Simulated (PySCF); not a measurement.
# ¹⁷O chemical shifts

- shieldings: GIAO PBE0/pcSseg-1
- geometry: GFN2-xTB
- program: PySCF 2.14
- one conformer, no solvent model, equivalent nuclei averaged, no relativistic terms

Shieldings were converted by a linear fit to measured shifts: ¹⁷O (scatter 10.7 ppm rms, 12.2 ppm with the 3 outliers that the fit left out vs liquid water, solution or neat liquid). A few per cent of atoms miss by over 2 rms, more outside the fitted compound classes.

**Question.** Give the ¹⁷O shifts of `C=C(F)[Si]1(COC)[SiH2]O[SiH2]1`, `C=C(C)C[SiH2]O/C=C/F`, `C=C/C=C\[S@@](C)=O`, `C=C/C=C\[S@@](C)=O`, `N[SiH2][SiH2]O[SiH]1CCCC1`, `CO[C@@H]1[SiH2]C[SiH2]C[Si@@H]1N`, `CN[Si@@H]1C[SiH2]C[Si@H](O)C1`, `C/C(=C\N([SiH3])[SiH3])CO[SiH3]`, `O[SiH2]N([SiH3])[SiH2]C1CCC1`.

**Answer.** 
```json
{"compound": "[CH2:1]=[C:2]([F:3])[Si:4]1([CH2:5][O:6][CH3:7])[SiH2:8][O:9][SiH2:10]1", "environment": "O9: oxygen bonded to 2 Si, in a 4-membered ring", "δ (ppm)": "18.0"}
{"compound": "[CH2:1]=[C:2]([F:3])[Si:4]1([CH2:5][O:6][CH3:7])[SiH2:8][O:9][SiH2:10]1", "environment": "O6: ether oxygen", "δ (ppm)": "-35.1"}
{"compound": "C=C(C)C[SiH2]O/C=C/F", "environment": "oxygen bonded to C, Si", "δ (ppm)": "17.5"}
{"compound": "C=C/C=C\\[S@@](C)=O", "environment": "S=O oxygen", "δ (ppm)": "-6.1"}
{"compound": "C=C/C=C\\[S@@](C)=O", "environment": "S=O oxygen", "δ (ppm)": "-6.1"}
{"compound": "N[SiH2][SiH2]O[SiH]1CCCC1", "environment": "oxygen bonded to 2 Si", "δ (ppm)": "-24.4"}
{"compound": "CO[C@@H]1[SiH2]C[SiH2]C[Si@@H]1N", "environment": "ether oxygen", "δ (ppm)": "-51.9"}
{"compound": "CN[Si@@H]1C[SiH2]C[Si@H](O)C1", "environment": "oxygen bonded to Si, H", "δ (ppm)": "4.0"}
{"compound": "C/C(=C\\N([SiH3])[SiH3])CO[SiH3]", "environment": "oxygen bonded to C, Si", "δ (ppm)": "-38.7"}
{"compound": "O[SiH2]N([SiH3])[SiH2]C1CCC1", "environment": "oxygen bonded to Si, H", "δ (ppm)": "6.2"}
```
